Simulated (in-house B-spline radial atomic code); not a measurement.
# Binding energies in the potassium ion K⁸⁺

NIST's tabulated ground configuration is [Ne] 3s1; each binding energy is the energy of the ion with one electron taken from that subshell, relaxed, less that of the parent. Level of theory: Dirac-Hartree-Fock, average of configuration, Fermi nucleus of rms radius 3.4349 fm; calculated with a radial B-spline atomic code at the basis-set limit. Energies include first-order Breit, QED and recoil terms.

```
subshell  X-ray name  binding energy (eV)  -ε (eV)  relaxation (eV)
   2p1/2          L2                475.2    479.3              3.8
   2p3/2          L3                472.3    476.3              3.8
      3s          M1                175.3    175.4              0.0
```

Relaxation = -ε minus the binding energy without Breit, QED and recoil terms.

Emission lines follow as differences of binding energies, with λ = 12398.42 eV·Å / E:

```
 line       holes  energy (eV)  wavelength (Å)
L3-M1  2p3/2 → 3s        297.0          41.746
```

Task: What does it cost to remove both a 2p1/2 and a 3s electron?

Result: 680.15 eV, which is 29.67 eV more than the two single binding energies together.

Task: What does it cost to remove two 2p3/2 electrons?

Result: 1008.9 eV, which is 64.24 eV more than the two single binding energies together.
